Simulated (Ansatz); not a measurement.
Ansatz results at the PBE0-D4/def2-TZVP geometry: HOMO energy (B3LYP/def2-TZVPP) -7.15 eV; HOMO energy (PBE0/def2-TZVPP) -7.35 eV; LUMO energy (ωB97M-V/def2-TZVPP) 1.05 eV.

Each molecule was computed in one conformer, which needn't be the lowest.

Q: Which molecule gave them?
A. `BNC[CH2][AlH2]`
B. `CB[NH][AlH][CH3]`
C. `N=[C](N)[GaH2]`
D. `C[SiH]1[O][AlH]1`

A: A. The others give `C[SiH]1[O][AlH]1`: -5.89, -6.05, 0.29; `N=[C](N)[GaH2]`: -6.57, -6.77, -0.30; `CB[NH][AlH][CH3]`: -7.93, -8.11, 0.80.

B3LYP here is the variant with VWN-RPA as its local correlation; programs differ in this.
